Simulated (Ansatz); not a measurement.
[closo-1-(I)B7H6]2- (B₇H₆I²⁻). Charge -2, multiplicity 1. Geometry r2SCAN-D4/def2-SVPD, basis def2-TZVPD, Ansatz.

```xyz
14

B     1.2146    0.7340    0.1499
B     0.4640   -0.1775    1.3378
B     0.4680   -0.8152   -0.3298
B    -1.1210   -0.1981   -0.8604
B    -0.9795   -0.7536    0.7135
B    -0.5704    0.9936    0.4019
B     0.2350    0.7212   -1.2087
I     1.5836   -2.7593   -1.1164
H     2.2915    1.2921    0.2498
H     0.8997   -0.3980    2.4526
H    -2.0391   -0.4363   -1.6230
H    -1.7767   -1.4660    1.2948
H    -1.1450    1.9947    0.8070
H     0.4753    1.2684   -2.2688
```

```csv
run,HOMO (eV),LUMO (eV)
A,2.74,4.53
B,2.42,4.48
C,2.08,4.63
D,2.59,4.91
E,-0.62,5.44
F,1.69,4.82
```

In the def2 sets I takes a core potential; there is no spin–orbit coupling. HSE06 is defined as in plane-wave codes, on full-range PBE exchange. A multiply charged anion in the gas phase is held together partly by the finite basis.

Problem. The runs used B97M-V, HF, HSE06, PBE, PBE0, r2SCAN. Estimate which is which.

Solution. A PBE (0 % exact exchange); B B97M-V (0 % exact exchange); C HSE06 (range-separated); D r2SCAN (0 % exact exchange); E HF (100 % exact exchange); F PBE0 (25 % exact exchange). Exact exchange lowers occupied and raises empty levels; among semilocal functionals meta-GGAs tend to open the gap a little, and such runs are hard to tell apart. The gap grows from 1.80 eV (PBE) to 6.06 eV (HF). At PBE-D4/def2-TZVPD, B97M-V/def2-TZVPD, HSE06-D4/def2-TZVPD, r2SCAN-D4/def2-TZVPD and others the highest occupied level of the charge -2 singlet lies above zero (up to 2.74 eV). The electron is either unbound and held by the finite basis, or the level is raised by self-interaction error.
